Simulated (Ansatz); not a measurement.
Level of theory: frozen-core CCSD(T)/def2-TZVPP // PBE0-D3(BJ)/def2-TZVP run with Ansatz (a first-principles code). The geometry is that of the parent before the electron was removed.

Ansatz 0.2 input:
```yaml
crystal:
  periodic: [false, false, false]
  atoms:
    - { symbol: Cl, position_ang: [-1.097875, 1.810976, -0.006838] }
    - { symbol: Al, position_ang: [-0.084559, 0.001734, -0.0005] }
    - { symbol: Cl, position_ang: [-1.171168, -1.764462, -0.006662] }
    - { symbol: I, position_ang: [2.353601, -0.048248, 0.014] }
basis:
  gaussian: { orbitals: def2-TZVPP }
correlation:
  method: ccsd_t
total_charge: 1
magnetization:
  spin_polarized: true
  initial_magnetization: 1
```

Output:

```
Functional definition: HF
1236 factors; integrals over basis functions are off by at most 6.9e-4 eV
mean field evaluation 1: about -39657.3256 eV, gradient 1.9e1 eV
mean field evaluation 2: about -39657.4787 eV, gradient 2.0e1 eV
mean field evaluation 4: about -39659.9948 eV, gradient 1.9e0 eV
mean field evaluation 8: about -39660.0513 eV, gradient 2.7e-1 eV
mean field evaluation 16: about -39660.0526 eV, gradient 7.6e-6 eV
mean field evaluation 32: about -39659.8587 eV, gradient 1.3e-1 eV
mean field evaluation 64: about -39659.9729 eV, gradient 3.1e-1 eV
mean field evaluation 96: about -39657.2260 eV, gradient 2.0e1 eV
mean field evaluation 128: about -39659.8566 eV, gradient 3.9e-1 eV
mean field evaluation 160: about -39658.4340 eV, gradient 3.1e0 eV
mean field evaluation 192: about -39658.1193 eV, gradient 1.3e0 eV
mean field evaluation 224: about -39658.2056 eV, gradient 1.6e0 eV
mean field evaluation 256: about -39657.6275 eV, gradient 9.5e-3 eV
mean field evaluation 288: about -39659.8590 eV, gradient 8.5e-4 eV
mean field evaluation 320: about -39658.4012 eV, gradient 3.2e0 eV
mean field evaluation 352: about -39654.5280 eV, gradient 1.4e1 eV
mean field -39660.05260032 eV, -1457.4800505126 hartree, gradient 7.6e-6 eV, S^2 0.760325; 10 other end points of the search recorded, 0 dependent functions left out
determinant -39660.05260032 eV, -1457.4800505126 hartree, with singles and doubles -39684.83763824 eV, -1458.3908838562 hartree
determinant -39659.85902543 eV, -1457.4729367664 hartree, with singles and doubles -39684.64254000 eV, -1458.3837141281 hartree
determinant -39658.25914912 eV, -1457.4141423966 hartree, with singles and doubles -39683.31705585 eV, -1458.3350034840 hartree
determinant -39657.62749894 eV, -1457.3909296805 hartree, with singles and doubles -39682.85407959 eV, -1458.3179894203 hartree
determinant -39660.05260032 eV, -1457.4800505126 hartree, with singles and doubles -39684.79742403 eV, -1458.3894060114 hartree
determinant -39659.85902543 eV, -1457.4729367664 hartree, with singles and doubles -39684.59875844 eV, -1458.3821051856 hartree
19 core orbitals not correlated
reference -39660.05260032 eV, -1457.4800505126 hartree; 17, 16 occupied and 140, 141 virtual orbitals, 1236 factors
second order -24.48002669 eV of doubles, -0.00000000 eV of singles
cycle   1  -24.74482450 eV  change   -7.8e-7 eV  update   3.2e-6
perturbative correction -0.79367657 eV, -0.0291670760 hartree
Total energy: -39685.59110139 eV, -1458.4185731162 hartree
```

Cost: about 16 core-minutes (a rough figure).
